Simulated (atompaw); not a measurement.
# Before and after: PAW (atompaw) potential for Pb

lead (Pb), PAW, made with atompaw 4.2.0.5 (PBE, scalar-relativistic). Core [Xe] 4f14, reference 5d10 6s2 6p2. Waves: 6s (bound): rc 1.95 bohr; 6s channel at 3.8 Ry: rc 1.75 bohr; 6p (bound): rc 1.95 bohr; 6p channel at 0.25 Ry: rc 1.95 bohr; 5d (bound): rc 1.50 bohr; 5d channel at -1.1 Ry: rc 1.95 bohr. Local part: bessel scheme, radius 1.65 bohr. Core correction: smooth core density matched at 1.40 bohr. Augmentation charge: besselshape compensation charge, radius 1.75 bohr; PAW radius 1.95 bohr; waves and projectors: custom rrkj gramschmidtortho.

Change: wave 6p channel at 0.25 Ry: rc 1.95 bohr becomes 6p channel at 5.29 Ry: rc 1.95 bohr.

Cutoffs: the cutoffs (Ry, on a coarse ladder) from which the occupation-weighted sum of valence levels, in a spherical-Bessel basis at the reference potential, stays within 10 and 1 mRy of its value at 400 Ry; they do not see the model core or the augmentation charge, which bear on the density cutoff.

Problem. What does the change do?

Solution. The potential gets neither clearly harder nor softer (50 Ry and 100 Ry → 50 Ry and 100 Ry); the bound ghost in p disappears; the range in which the p phases agree narrows (upper end at the end of the scan → 1.0).

| quantity | base | changed |
| --- | --- | --- |
| cutoff, loose | 50 Ry | 50 Ry |
| cutoff, tight | 100 Ry | 100 Ry |
| loose cutoff by channel (10 mRy a level) | s 8 Ry, p 12 Ry, d 40 Ry | s 8 Ry, p 10 Ry, d 40 Ry |
| bound ghosts | p | none |
| s: phases at 1.96 bohr within 0.05 rad from the reference energy up to (Ry; the scan ends near 5) | to the end of the scan | to the end of the scan |
| p: phases at 1.96 bohr within 0.05 rad from the reference energy up to (Ry; the scan ends near 5) | to the end of the scan | 1.0 |
| d: phases at 1.96 bohr within 0.05 rad from the reference energy up to (Ry; the scan ends near 5) | 4.1 | 4.1 |
| lowest overlap eigenvalue by channel | s 0.59, p 0.68, d 0.06 | s 0.59, p 0.64, d 0.06 |

 A true bound ghost makes a file unfit for plane-wave use even where its test errors are small: the radial tests pick states by their node count and pass the ghost by. The cutoffs see the waves, projectors and local potential, not the compensation charge or the core.
